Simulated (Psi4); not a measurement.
C$_{3}$H$_{13}$NSi$_{3}$ (SMILES C[Si@@H]1CC[SiH2]N1[SiH3]), singlet, at the geometry of the source list; Psi4 1.11 with MP2/STO-3G.

Input for Psi4:
```
memory 2 GB

molecule {
0 1
  C    -0.70110000    1.79570000    1.70080000
  Si   -0.39230000    0.79900000    0.17710000
  C    -1.83130000   -0.40600000   -0.17100000
  C    -1.22390000   -1.51280000   -1.04290000
  Si    0.59720000   -1.66000000   -0.52690000
  N     0.96340000   -0.22970000    0.33080000
  Si    2.38630000    0.48470000   -0.21760000
  H    -0.81840000    1.15370000    2.57950000
  H     0.12330000    2.48700000    1.90130000
  H    -1.61410000    2.39090000    1.60140000
  H    -0.25300000    1.67020000   -1.01530000
  H    -2.18590000   -0.81870000    0.78100000
  H    -2.67300000    0.08530000   -0.66830000
  H    -1.26560000   -1.22610000   -2.10080000
  H    -1.76660000   -2.45600000   -0.92820000
  H     1.43940000   -1.86550000   -1.73020000
  H     0.75930000   -2.79140000    0.41300000
  H     2.29420000    0.82720000   -1.65840000
  H     3.51960000   -0.44340000    0.00710000
  H     2.64250000    1.71600000    0.56750000
}

set basis sto-3g

energy('mp2')
print_variables()
```

What the program printed (banner, timings and long lists left out):

```
    SCF Algorithm Type (re)set to DF.

   => Loading Basis Set <=

    Name: STO-3G
    Role: ORBITAL
    Keyword: BASIS

         ---------------------------------------------------------
                                   SCF
               by Justin Turney, Rob Parrish, Andy Simmonett
                          and Daniel G. A. Smith
                              RHF Reference
         ---------------------------------------------------------

  ==> Geometry <==

    Molecular point group: c1
    Full point group: C1

    Geometry (in Angstrom), charge = 0, multiplicity = 1:

       Center              X                  Y                   Z               Mass
    ------------   -----------------  -----------------  -----------------  -----------------
         C           -0.980706147800     1.894223892218     1.739235939523    12.000000000000
         SI          -0.671906147800     0.897523892218     0.215535939523    27.976926534650
         C           -2.110906147800    -0.307476107782    -0.132564060477    12.000000000000
         C           -1.503506147800    -1.414276107782    -1.004464060477    12.000000000000
         SI           0.317593852200    -1.561476107782    -0.488464060477    27.976926534650
         N            0.683793852200    -0.131176107782     0.369235939523    14.003074004430
         SI           2.106693852200     0.583223892218    -0.179164060477    27.976926534650
         H           -1.098006147800     1.252223892218     2.617935939523     1.007825032230
         H           -0.156306147800     2.585523892218     1.939735939523     1.007825032230
         H           -1.893706147800     2.489423892218     1.639835939523     1.007825032230
         H           -0.532606147800     1.768723892218    -0.976864060477     1.007825032230
         H           -2.465506147800    -0.720176107782     0.819435939523     1.007825032230
         H           -2.952606147800     0.183823892218    -0.629864060477     1.007825032230
         H           -1.545206147800    -1.127576107782    -2.062364060477     1.007825032230
         H           -2.046206147800    -2.357476107782    -0.889764060477     1.007825032230
         H            1.159793852200    -1.766976107782    -1.691764060477     1.007825032230
         H            0.479693852200    -2.692876107782     0.451435939523     1.007825032230
         H            2.014593852200     0.925723892218    -1.619964060477     1.007825032230
[...]
  @DF-RHF Final Energy: -1030.44986235957390
    Total Energy =                      -1030.4498623595736717
[...]

  //>>>>>>>>>>>>>>>>>>>>>>>>>>>>>>>>>>>//
  //               DFMP2               //
  //<<<<<<<<<<<<<<<<<<<<<<<<<<<<<<<<<<<//

   => Loading Basis Set <=

    Name: (STO-3G AUX)
    Role: RIFIT
    Keyword: DF_BASIS_MP2

	 --------------------------------------------------------
	                          DF-MP2
	      2nd-Order Density-Fitted Moller-Plesset Theory

	        Rob Parrish, Justin Turney, Andy Simmonett,
	           Ed Hohenstein, and C. David Sherrill
	 --------------------------------------------------------

   => Auxiliary Basis Set <=

  Basis Set: (STO-3G AUX)
    Blend: DEF2-SVP-RI
    Number of shells: 202
    Number of basis functions: 560
    Number of Cartesian functions: 634
    Spherical Harmonics?: true
    Max angular momentum: 3

	 --------------------------------------------------------
	                 NBF =    60, NAUX =   560
	 --------------------------------------------------------
	   CLASS    FOCC     OCC    AOCC    AVIR     VIR    FVIR
	   PAIRS       0      40      40      20      20       0
	 --------------------------------------------------------

	-----------------------------------------------------------
	 ==================> DF-MP2 Energies <====================
	-----------------------------------------------------------
	 Reference Energy          =   -1030.4498623595738991 [Eh]
	 Singles Energy            =      -0.0000000000000000 [Eh]
	 Same-Spin Energy          =      -0.0447129013895652 [Eh]
	 Opposite-Spin Energy      =      -0.2912749633929158 [Eh]
	 Correlation Energy        =      -0.3359878647824810 [Eh]
	 Total Energy              =   -1030.7858502243564089 [Eh]
	-----------------------------------------------------------
	 ================> DF-SCS-MP2 Energies <==================
	-----------------------------------------------------------
	 SCS Same-Spin Scale       =       0.3333333333333333 [-]
	 SCS Opposite-Spin Scale   =       1.2000000000000000 [-]
	 SCS Same-Spin Energy      =      -0.0149043004631884 [Eh]
	 SCS Opposite-Spin Energy  =      -0.3495299560714989 [Eh]
	 SCS Correlation Energy    =      -0.3644342565346874 [Eh]
	 SCS Total Energy          =   -1030.8142966161085496 [Eh]
	-----------------------------------------------------------

  Variable Map:
  ----------------------------------------------------------------------------
[...]
  Array Variable Map:
  ----------------------------------------------------------------------------
[...]
[...]
```
